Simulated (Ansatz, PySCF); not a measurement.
System: C$_{5}$H$_{13}$O (charge +1, singlet). SMILES: CC(C)CC[OH2+]
Geometry: optimised at B3LYP-D3(BJ)/def2-TZVP (Ansatz, a program for electronic structure).

Unscaled harmonic wavenumbers (cm⁻¹) in rising order, each level at the stationary point that it reaches from this structure (no distance between atoms moves by over 0.3 Å); the order of modes can differ between levels, and a negative number is imaginary. B3LYP-D3(BJ)/def2-TZVP (PySCF, at the structure above): 80, 104, 167, 197, 231, 254, 309, 373, 428, 450, 657, 688, 799, 822, 916, 941, 947, 976, 1001, 1074, 1166, 1171, 1197, 1241, 1310, 1317, 1368, 1375, 1399, 1416, 1437, 1484, 1496, 1499, 1502, 1508, 1514, 1640, 3015, 3018, 3031, 3038, 3078, 3088, 3101, 3110, 3113, 3118, 3193, 3629, 3717.

HF/3-21G (Ansatz): 65, 85, 116, 186, 252, 278, 331, 351, 404, 462, 484, 760, 844, 875, 921, 1001, 1034, 1056, 1082, 1107, 1245, 1273, 1302, 1347, 1445, 1447, 1494, 1504, 1516, 1577, 1597, 1640, 1649, 1657, 1665, 1673, 1683, 1793, 3196, 3202, 3212, 3214, 3251, 3262, 3271, 3274, 3281, 3315, 3404, 3786, 3909. Zero-point energy 118.3 against 111.1 kcal/mol; where all levels lie over 400 cm⁻¹, the wavenumbers are on average 1.065 times those of B3LYP-D3(BJ)/def2-TZVP.

B3LYP/6-31G* (Ansatz): 78, 105, 168, 201, 231, 253, 309, 371, 426, 448, 673, 731, 800, 824, 923, 946, 950, 979, 1004, 1077, 1170, 1178, 1204, 1249, 1319, 1327, 1379, 1386, 1407, 1438, 1459, 1510, 1519, 1521, 1526, 1534, 1540, 1686, 3031, 3037, 3047, 3055, 3102, 3108, 3122, 3132, 3134, 3139, 3220, 3586, 3680. Zero-point energy 111.9 against 111.1 kcal/mol; where all levels lie over 400 cm⁻¹, the wavenumbers are on average 1.009 times those of B3LYP-D3(BJ)/def2-TZVP.
